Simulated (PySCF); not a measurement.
Nuclear quadrupole coupling in `CC[Si@@H]1C[C@@H]1SC(C)C`

C₇H₁₆SSi.
Cartesian coordinates in Å at the GFN2-xTB level; atoms count from 1:
```xyz
25
C7H16SSi angstrom
C     -3.9201   -0.7062   -0.0653
C     -3.0309    0.5339   -0.0270
Si    -1.7142    0.4422    1.3286
C     -0.1085    1.4054    1.1237
C      0.0453   -0.1029    0.8760
S      0.3948   -0.6558   -0.7964
C      2.2279   -0.5149   -0.9381
C      2.6927    0.9198   -0.7612
C      2.9257   -1.4723    0.0132
H     -4.4461   -0.8340    0.8788
H     -3.3253   -1.5975   -0.2497
H     -4.6615   -0.6204   -0.8580
H     -2.5361    0.6478   -0.9927
H     -3.6572    1.4159    0.1181
H     -2.1341    0.1229    2.6861
H      0.4307    1.7936    1.9778
H      0.0238    2.0310    0.2519
H      0.6386   -0.6488    1.5977
H      2.3942   -0.8350   -1.9708
H      2.5217    1.2540    0.2599
H      3.7584    0.9939   -0.9742
H      2.1578    1.5808   -1.4399
H      2.5275   -2.4785   -0.0989
H      2.7904   -1.1564    1.0462
H      3.9936   -1.4948   -0.1978
```

Field gradients from the PBE0/pcSseg-1 density (PySCF, non-relativistic), principal values in atomic units, ordered |Vxx| ≤ |Vyy| ≤ |Vzz|:

```tsv
atom	Vxx	Vyy	Vzz
S6	0.5048	2.4883	-2.9930
```

Find the asymmetry η = (Vxx − Vyy)/Vzz and the couplings χ = eQV/h (234.96 MHz × Q in barn × V in au), with Q(33S) = −0.0678 b.

| atom | environment | nucleus | η | χzz (MHz) | χxx (MHz) | χyy (MHz) |
| --- | --- | --- | --- | --- | --- | --- |
| S6 | sulfide sulfur | 33S | 0.66 | 47.68 | -8.04 | -39.64 |

The tensor is traceless: Vxx + Vyy + Vzz = 0.

What is Vzz at S6 in SI units (1 au = 9.71736 × 10²¹ V/m²)?

-2.9930 au = -29.084 × 10²¹ V/m².

And the gradient at the other heavy atoms, for which no coupling is worked out here?

```tsv
atom	environment	Vzz (au)	η
C1	methyl carbon	0.086	0.19
C2	sp3 carbon bound to silicon	0.049	0.39
Si3	SiH silicon	0.194	0.90
C4	sp3 carbon bound to silicon	0.141	0.18
C5	sp3 carbon bound to sulfur	0.262	0.59
C7	sp3 carbon bound to sulfur	0.240	0.12
C8	methyl carbon	0.069	0.23
C9	methyl carbon	0.066	0.47
```

Were the hydrogens deuterons (Q(2H) = 0.00286 b), χzz would run from 114 kHz (H15) to 225 kHz (H16).

The structure is a single GFN2-xTB conformer in the gas phase; no vibrational or solvent corrections. GFN2-xTB bond lengths can be off by several hundredths of an ångström, more for odd bonds, and the gradients follow them. A larger basis could move these couplings by a tenth or more.
